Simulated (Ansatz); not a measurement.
Stepwise reaction of `[NH2][Mo]([NH2])(=[O])=[S]` with hydrogen fluoride, as a gas-phase model of exchange steps in deposition or etching. ΔE in kJ/mol; ΔG adds harmonic PBE0-D4 terms to CCSD(T)/CBS, at 1 bar.

Computed with Ansatz on PBE0-D4/def2-TZVP structures; ΔE is electronic, products minus reactants. CCSD(T)/CBS adds triple-zeta CCSD(T) − MP2 to the extrapolated MP2 energy (def2 sets, frozen cores). This one scheme is used for every species. DFT in def2-TZVPP. B3LYP here is the variant with VWN-RPA as its local correlation; programs differ in this. Elements past krypton have def2 core potentials. For Mo outer-core shells are correlated without core-valence functions, which leaves a few kJ/mol of doubt a bond. One conformer a species, not always the lowest.

```json
{"step": "2", "reaction": "`[NH2][Mo](=[O])([F])=[S]` + H–F → `[O]=[Mo]([F])([F])=[S]` + NH₃", "PBE-D4": "-38.8", "B3LYP-D4": "-36.3", "ωB97M-V": "-37.5", "CCSD(T)/CBS": "-25.8", "ΔG(400 K)": "-25.7"}
```

(1) Give the row of step 1, `[NH2][Mo]([NH2])(=[O])=[S]` + H–F → `[NH2][Mo](=[O])([F])=[S]` + NH₃. (An estimate is asked.)

(2) By hand: ΔE of the 2 steps together at CCSD(T)/CBS.

Answers

(1) Computed: 
| step | reaction | PBE-D4 | B3LYP-D4 | ωB97M-V | CCSD(T)/CBS | ΔG(400 K) |
| --- | --- | --- | --- | --- | --- | --- |
| 1 | `[NH2][Mo]([NH2])(=[O])=[S]` + H–F → `[NH2][Mo](=[O])([F])=[S]` + NH₃ | -63.1 | -61.6 | -62.8 | -51.8 | -47.1 |

(2) (-51.8) + (-25.8) = -77.6 kJ/mol, or -38.8 kJ/mol a step.

In ΔE each step is higher than the one before. All are downhill at CCSD(T)/CBS. ΔG lies between -47.1 and -25.7 kJ/mol a step. PBE-D4 differs from CCSD(T)/CBS by -13.0 to -11.3 kJ/mol a step. Isolated molecules leave out the surface, adducts and barriers. Largest T1 diagnostic: 0.025.
